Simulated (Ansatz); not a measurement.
Several settings on one geometry of tetramethylammonium benzoate (C11H17NO2) (that of the charge 0 singlet, PBE-D4/def2-SVP). Ansatz on 4 threads of Arm Neoverse V1 on a shared host; times are rough.

```xyz
31

C    -3.891    1.118   -1.582
N    -2.551    0.747   -1.037
C    -1.604    0.400   -2.159
C    -2.665   -0.458   -0.135
C    -1.977    1.898   -0.249
H    -4.300    0.268   -2.160
H    -4.568    1.360   -0.743
H    -3.782    2.000   -2.240
H    -1.413    1.312   -2.754
H    -0.680   -0.008   -1.675
H    -2.083   -0.374   -2.789
H    -3.249   -0.174    0.759
H    -3.184   -1.259   -0.693
H    -1.616   -0.768    0.108
H    -2.681    2.132    0.572
H    -1.892    2.766   -0.928
H    -0.962    1.599    0.160
O     0.642    1.096    0.798
C     0.965   -0.080    0.468
O     0.273   -0.883   -0.249
C     2.307   -0.599    0.966
C     3.131    0.217    1.765
C     4.367   -0.258    2.226
C     4.791   -1.556    1.892
C     3.973   -2.376    1.094
C     2.738   -1.898    0.634
H     2.767    1.227    2.004
H     5.007    0.385    2.852
H     5.762   -1.930    2.254
H     4.304   -3.394    0.832
H     2.071   -2.510    0.009
```

Totals from different functionals, basis sets or treatments of relativity can't be compared as stabilities.

Question: Give the basis size and estimate the energy, ⟨S²⟩, dipole and time of these runs.

| run | method | charge | state | further keys |
| --- | --- | --- | --- | --- |
| 1 | RKS r2SCAN0/def2-mTZVP | 0 | singlet | scf: {omitted_lower_state_checks: [starts]}; forces asked |
| 2 | RKS CAM-B3LYP-D3(BJ)/6-31G | 0 | singlet | scf: {omitted_lower_state_checks: [starts]}; forces asked |
| 3 | RKS SVWN5/cc-pVDZ | 0 | singlet | accuracy: high; scf: {omitted_lower_state_checks: [starts]}; forces asked |

Answer: 
```tsv
run	functions	energy (Eh)	⟨S²⟩	dipole (D)	wall time
1	327	-634.3221	–	10.60	32 s
2	160	-634.0973	–	10.44	9.5 s
3	281	-629.1133	–	10.46	39 s
```
